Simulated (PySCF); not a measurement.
Start geometry of `[NH2][Ti]([Cl])([Cl])[Cl]` (Ti(NH2)Cl3) from GFN2-xTB (Å):
```
atom  x, y, z in Å
Ti1    0.066   -0.074   -0.594
N2    -0.008   -0.004    1.202
H3     0.701   -0.328    1.788
H4    -0.661    0.334    1.792
Cl5    1.972   -0.034   -1.432
Cl6   -1.024    1.713   -1.406
Cl7   -0.955   -1.710   -1.419
```

Problem. What comes out of this run: PBE0-D3(BJ)/def2-SVP geometry optimisation, gas phase (PySCF)?

Solution. 
```
atom  x, y, z in Å
Ti1    0.026    0.030   -0.669
N2     0.009   -0.048    1.150
H3     0.763   -0.440    1.711
H4    -0.769    0.264    1.728
Cl5    2.114    0.026   -1.273
Cl6   -1.086    1.812   -1.246
Cl7   -0.965   -1.747   -1.468
```

The energy falls by 51.3 kJ/mol over 30 energy and gradient evaluations, the largest force component goes from 0.0686 to 1.0e-03 Eh/bohr, and the atoms move by 0.121 Å rms after alignment. The bond that changes most is Ti1–Cl5 (ends: titanium bonded to 3 Cl and N; chlorine bonded to Ti), which lengthens by 0.091 Å. Bonds longer at the end by more than 0.005 Å: 5 of 6; shorter: 1. Among the angles that change most is N2–Ti1–Cl5, from 116.1° to 106.6°. Rotational constants go from 1644, 1571, 1230 to 1618, 1529, 1113 MHz. The orientation of the end geometry is arbitrary; only internal coordinates are fixed.

The run used 109 basis functions and 171 SCF cycles in all.

No frequency check.
